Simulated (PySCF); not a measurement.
**Computed properties of Si(Br)(Me)(vinyl)(NH2) (C3H8BrNSi), SMILES C=C[Si](C)(N)Br**

Si(Br)(Me)(vinyl)(NH2) (C3H8BrNSi), SMILES Br[Si](C)(N)C=C. Geometry optimised at B3LYP-D3(BJ)/def2-SVP. The values are those of a single conformer. All values are computed for the isolated molecule unless a solvent is named; none is compared with measurement here.

**Structure.** All 36 harmonic modes at B3LYP-D3(BJ)/def2-SVP (PySCF) are real, so it is a minimum. With heavy atoms numbered as in [CH2:1]=[CH:2][Si:3]([CH3:4])([NH2:5])[Br:6], the shortest bond between them is C1–C2 at 1.340 Å and the longest Si3–Br6 at 2.288 Å.

**Vibrations.** The strongest infrared lines (harmonic, unscaled, degenerate partners summed) lie at 483 cm⁻¹ (207 km/mol, H 68 %, N 27 %), 896 cm⁻¹ (136 km/mol, H 41 %, Si 31 %, N 21 %), 872 cm⁻¹ (93 km/mol, H 39 %, Si 31 %, N 26 %). The softest mode is at 61 cm⁻¹ and the zero-point energy is 67.1 kcal/mol.

**Electronic structure.** M06-2X/def2-TZVP (PySCF) places the frontier levels at -8.81 and 0.22 eV, a gap of 9.03 eV, and gives a dipole moment of 2.13 D and a mean polarisability of 87.2 bohr³.

**Excitations.** TDA-CAM-B3LYP/def2-SVPD (PySCF) has S1 at 6.51 eV (190 nm, f = 0.017, weak); the most intense of the 6 singlets computed lies at 7.34 eV (f = 0.10). T1 (TDA) is at 4.18 eV, 2.33 eV under S1. No vertical singlet excitation falls in the visible range (under 3.1 eV).

**NMR.** GIAO shifts at HF/pcSseg-1 (PySCF) (non-relativistic, atoms alike by connectivity averaged): ¹³C from 3.4 to 145.0 ppm against TMS; ¹H from 0.9 to 6.5 ppm against TMS; ²⁹Si at 10.0 ppm against TMS. Without spin–orbit terms, shifts of atoms bonded to Cl or Br come out too high.
